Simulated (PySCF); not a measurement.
All values below come from PBE-D3(BJ)/def2-TZVP // B3LYP-D3(BJ)/def2-TZVP in PySCF 2.14.0. Isolated molecules, 0 K electronic values unless said otherwise. One relaxed conformer stands for a flexible species; it need not be the lowest. Excitations are Tamm–Dancoff values on a coarser integration grid. The basis has no diffuse functions, so Rydberg states are missing or too high.

Reference species (SMILES): `OC1[SiH2][SiH2]1` (H–O–C–Si torsion 63°) (neutral, multiplicity 1).

| Property | Value |
|---|---|
| S1 excitation (TDA) | 4.60 eV |
| S1–T1 gap (TDA) | 0.72 eV |
| HOMO–LUMO gap | 4.32 eV |

Changed species: `C(/[SiH3])=[SiH]\O` (H–O–Si–C torsion 180°).

Q: Predict the effect on the S1 excitation (TDA), S1–T1 gap (TDA) and HOMO–LUMO gap.

A: the S1 excitation (TDA) falls by 0.06 eV, to 4.54 eV; the S1–T1 gap (TDA) increases by 0.64 eV, to 1.36 eV; the HOMO–LUMO gap decreases by 0.46 eV, to 3.86 eV.
